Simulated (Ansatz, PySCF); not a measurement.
Si(OH)2(SH)2 (H₄O₂S₂Si), SMILES O[Si](O)(S)S. Atoms are numbered in the order given.

```xyz
9

O      1.4906    -0.8614     0.7981
Si     0.1668    -0.3175    -0.0287
O     -0.1629    -1.4766    -1.1677
S     -1.6284    -0.0833     1.1270
S      0.6840     1.6196    -0.7742
H      1.5027    -1.8083     0.9905
H     -0.8827    -1.3027    -1.7860
H     -1.1760     1.0027     1.7952
H      1.9750     1.2794    -1.0020
```
Charge 0, spin multiplicity 1.

Geometry optimised at B3LYP-D3(BJ)/def2-SVP. Other conformers were not sampled.

Two levels are set side by side: PBE-D3(BJ)/def2-SVP (Ansatz, a program for electronic structure) and B3LYP-D3(BJ)/def2-SVP (Ansatz). Each level has its own optimised geometry; the coordinates shown are those of the second. Frequencies come from the Hessian of PySCF at each geometry. Differences are taken from unrounded values.

| quantity | B3LYP-D3(BJ) |
|---|---|
| mean bond length (Å) | 1.530 |
| bond O1–Si2 (Å) | 1.653 |
| bond Si2–O3 (Å) | 1.658 |
| bond Si2–S4 (Å) | 2.148 |
| bond Si2–S5 (Å) | 2.139 |
| bond O1–H6 (Å) | 0.966 |
| bond O3–H7 (Å) | 0.965 |
| bond S4–H8 (Å) | 1.353 |
| bond S5–H9 (Å) | 1.354 |
| highest harmonic wavenumber (cm⁻¹) | 3874 |
| mean harmonic wavenumber (cm⁻¹) | 1006 |
| zero-point energy (kcal/mol) | 30.19 |

**Question.** What does PBE-D3(BJ) give, and how far is it from B3LYP-D3(BJ)? (An estimate is asked for; the answer gives what the named calculation found.)

**Answer.** 
| quantity | PBE-D3(BJ) | PBE-D3(BJ) minus B3LYP-D3(BJ) |
|---|---|---|
| mean bond length (Å) | 1.539 | 0.010 |
| bond O1–Si2 (Å) | 1.667 | 0.014 |
| bond Si2–O3 (Å) | 1.672 | 0.014 |
| bond Si2–S4 (Å) | 2.154 | 0.006 |
| bond Si2–S5 (Å) | 2.145 | 0.006 |
| bond O1–H6 (Å) | 0.975 | 0.009 |
| bond O3–H7 (Å) | 0.973 | 0.009 |
| bond S4–H8 (Å) | 1.362 | 0.009 |
| bond S5–H9 (Å) | 1.364 | 0.009 |
| highest harmonic wavenumber (cm⁻¹) | 3762 | -112 |
| mean harmonic wavenumber (cm⁻¹) | 980 | -26 |
| zero-point energy (kcal/mol) | 29.41 | -0.78 |

GGA bonds tend to be longer and softer than those of functionals with exact exchange. Differences between two approximate levels are no errors against the true value.
